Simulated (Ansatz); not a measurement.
`C[Se]B[SiH3]` + H–F → `C[Se]BF` + SiH₄ at 600 K and 1 bar (cleavage of the B–Si bond).

Gas-phase electronic energies from Ansatz, PBE0-D4/def2-TZVP geometries. CCSD(T)/CBS is the MP2 limit (def2-TZVPP, def2-QZVPP) plus CCSD(T) − MP2 in def2-TZVPP, frozen cores. This one scheme is used for every species. For Se outer-core shells are correlated without core-valence functions, which leaves a few kJ/mol of doubt a bond. Scalar relativity is left out up to krypton. One conformer a species, not always the lowest.

```json
{"species": "`C[Se]B[SiH3]`", "CCSD(T)/CBS energy (Eh)": "-2756.84434", "H − E (kJ/mol)": "261.5", "S (J/(mol·K))": "460.0"}
{"species": "H–F", "CCSD(T)/CBS energy (Eh)": "-100.39570", "H − E (kJ/mol)": "42.3", "S (J/(mol·K))": "194.0"}
{"species": "`C[Se]BF`", "CCSD(T)/CBS energy (Eh)": "-2565.82397", "H − E (kJ/mol)": "188.1", "S (J/(mol·K))": "393.1"}
{"species": "SiH₄", "CCSD(T)/CBS energy (Eh)": "-291.46306", "H − E (kJ/mol)": "108.7", "S (J/(mol·K))": "242.3"}
```

H − E and S are ideal-gas, rigid-rotor, harmonic terms from PBE0-D4/def2-TZVP, for one conformer and one mirror image of each species. 1 Eh = 2625.50 kJ/mol, R = 8.31446 J/(mol·K).

Problem. By hand: ΔE, ΔH, ΔS and ΔG.

Solution. ΔE = (-2565.82397) + (-291.46306) − (-2756.84434) − (-100.39570) = -0.04699 Eh = -123.4 kJ/mol. Δ(H − E) = 188.1 + 108.7 − 261.5 − 42.3 = -7.0, so ΔH = -130.4 kJ/mol. ΔS = 393.1 + 242.3 − 460.0 − 194.0 = -18.6 J/(mol·K). ΔG = -130.4 − 600 × (-18.6)/1000 = -119.2 kJ/mol.

Problem. By hand: the equilibrium constant, and the temperature at which ΔG would vanish if ΔH and ΔS stayed fixed.

Solution. log₁₀ K = −ΔG/(RT ln 10) = 10.4. ΔG = 0 at ΔH/ΔS = 7011 K, far beyond where these terms or the molecules hold.

ΔH outweighs TΔS. A doubt of 5 kJ/mol in ΔE shifts log₁₀ K by 0.4 here. Other conformers and mirror images would add mixing entropy, several J/(mol·K) or more a flexible species. These are equilibria of isolated gas molecules and say nothing of rates. Largest T1 diagnostic: 0.014 (customary marks: 0.02 for closed shells, 0.045 for open ones).
